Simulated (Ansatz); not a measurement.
Cartesian coordinates (Å):
```xyz
11

C      2.0326    -0.2255    -0.0363
C      0.7608    -0.1784    -0.4188
C     -0.3338     0.1650     0.5368
C     -1.7315     0.1748    -0.0343
O     -0.1141     0.4205     1.7015
H      2.2972    -0.0114     0.9921
H      2.8281    -0.4742    -0.7261
H      0.4786    -0.3904    -1.4443
H     -1.7944     0.8918    -0.8574
H     -2.4512     0.4348     0.7378
H     -1.9723    -0.8071    -0.4511
```
Charge 0, multiplicity 1.

Level of theory: Ansatz (a program for electronic structure) with frozen-core CCSD(T)/cc-pVTZ // B3LYP-D3(BJ)/def2-TZVP. The restricted HF reference is unstable towards unrestricted orbitals.

| Quantity | Value |
|---|---|
| HF energy | -229.88981 Ha |
| MP2 correlation energy | -0.88146 Ha |

Task: Estimate the CCSD correlation energy, the (T) correction, the total energy and the T1 diagnostic.

Result: 
```json
{
 "CCSD correlation energy": "-0.91361 Ha",
 "(T) correction": "-0.04132 Ha",
 "CCSD(T) total energy": "-230.84474 Ha",
 "T1 diagnostic": "0.014"
}
```
